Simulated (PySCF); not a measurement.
Atomic charges by several schemes

Species: C5H13NOSi2.
Structure used (GFN2-xTB), in Å, numbered top down from 1:
```xyz
22
C5H13NOSi2 angstrom
C      2.3876   -1.3031    0.9603
C      1.1732   -0.4024    0.9974
O      0.2332   -0.6128    1.7335
C      1.2163    0.7224    0.0538
C      0.3441    1.9299    0.3183
C     -0.0514    1.0178   -0.7773
N     -1.1907    0.1849   -0.7382
Si    -1.0241   -1.3316   -1.5732
Si    -2.5002    0.5390    0.3627
H      3.2697   -0.7381    1.2558
H      2.5412   -1.6722   -0.0516
H      2.2511   -2.1399    1.6398
H      2.1611    0.8755   -0.4519
H     -0.2236    1.8894    1.2349
H      0.7416    2.9036    0.0733
H      0.1891    1.3436   -1.7884
H     -2.3707   -1.8108   -1.8472
H     -0.2876   -1.0306   -2.8075
H     -0.2491   -2.3049   -0.7978
H     -3.6676   -0.0889   -0.2546
H     -2.3103    0.0494    1.7229
H     -2.6432    1.9991    0.3333
```

Density: PBE0/pcSseg-1 (PySCF); schemes: Mulliken, IAO, Hirshfeld and ESP-fitted. Isolated species at its GFN2-xTB geometry (one conformer only).

**Question.** Do the Mulliken, IAO, Hirshfeld and ESP-fitted schemes agree on where the charge is lowest?

**Answer.** The schemes don't all agree: Mulliken N7 (-0.889); IAO N7 (-0.750); Hirshfeld N7 (-0.252); ESP-fitted C1 (-0.589).

**Question.** At which atom do the 4 schemes differ most?

**Answer.** At N7: from -0.889 (Mulliken) to -0.252 e (Hirshfeld), 0.637 e apart.

**Question.** For which atoms does the sign change between the 4 schemes (beyond +0.03 e in one, beyond −0.03 e in another)?

**Answer.** For none.

**Question.** Tabulate the Mulliken, IAO, Hirshfeld and ESP-fitted charges.

**Answer.** In e:

| atom | environment | Mulliken | IAO | Hirshfeld | ESP-fitted |
| --- | --- | --- | --- | --- | --- |
| C1 | methyl carbon next to a carbonyl | -0.248 | -0.473 | -0.124 | -0.589 |
| C2 | ketone carbonyl carbon | +0.228 | +0.385 | +0.162 | +0.667 |
| O3 | ketone oxygen | -0.383 | -0.438 | -0.220 | -0.493 |
| C4 | sp3 carbon next to a carbonyl | -0.315 | -0.230 | -0.064 | -0.299 |
| C5 | three-membered-ring carbon | -0.121 | -0.277 | -0.078 | -0.320 |
| C6 | sp3 carbon bound to nitrogen | +0.067 | -0.003 | +0.019 | +0.057 |
| N7 | nitrogen bridging silicon atoms | -0.889 | -0.750 | -0.252 | -0.448 |
| Si8 | SiH3 silicon | +0.634 | +0.740 | +0.344 | +0.458 |
| Si9 | SiH3 silicon | +0.613 | +0.729 | +0.335 | +0.454 |
| H10 | methyl hydrogen | +0.139 | +0.160 | +0.054 | +0.159 |
| H11 | methyl hydrogen | +0.136 | +0.158 | +0.051 | +0.149 |
| H12 | methyl hydrogen | +0.136 | +0.165 | +0.050 | +0.165 |
| H13 | methine hydrogen | +0.112 | +0.148 | +0.048 | +0.142 |
| H14 | methylene hydrogen | +0.169 | +0.164 | +0.051 | +0.172 |
| H15 | methylene hydrogen | +0.137 | +0.161 | +0.058 | +0.161 |
| H16 | methine hydrogen | +0.136 | +0.143 | +0.046 | +0.125 |
| H17 | Si–H hydrogen | -0.092 | -0.118 | -0.071 | -0.078 |
| H18 | Si–H hydrogen | -0.113 | -0.136 | -0.083 | -0.120 |
| H19 | Si–H hydrogen | -0.086 | -0.143 | -0.082 | -0.082 |
| H20 | Si–H hydrogen | -0.102 | -0.129 | -0.081 | -0.104 |
| H21 | Si–H hydrogen | -0.051 | -0.124 | -0.080 | -0.066 |
| H22 | Si–H hydrogen | -0.107 | -0.132 | -0.082 | -0.108 |

Mean size of the charges over all atoms: IAO 0.269 e, ESP-fitted 0.246 e, Mulliken 0.228 e, Hirshfeld 0.111 e. Each set sums to the total charge, 0, to within 0.001 e. The Mulliken scheme gives each basis function's population to the atom it is centred on and halves the overlap population of two atoms between them. The ESP scheme is a least-squares fit of atom-centred charges to the potential on four shells outside the van der Waals surface, with the total charge fixed.

**Question.** How many electrons does the Hirshfeld scheme count on C4?

**Answer.** Z − q = 6 − (-0.064) = 6.064.

**Question.** Sum the charges by element, for elements with more than one atom.

**Answer.** 
```
element  atoms  Mulliken     IAO  Hirshfeld  ESP-fitted
      C      5    -0.390  -0.598     -0.086      -0.483
     Si      2    +1.247  +1.469     +0.679      +0.911
      H     13    +0.415  +0.318     -0.120      +0.513
```

These values come from a run that also computed NMR shieldings. The run took 2.5 min wall, 2.2 min CPU on one thread, Intel Xeon at 2.50 GHz (x86_64) (shared host), and the process peaked at 1.1 GiB of memory.
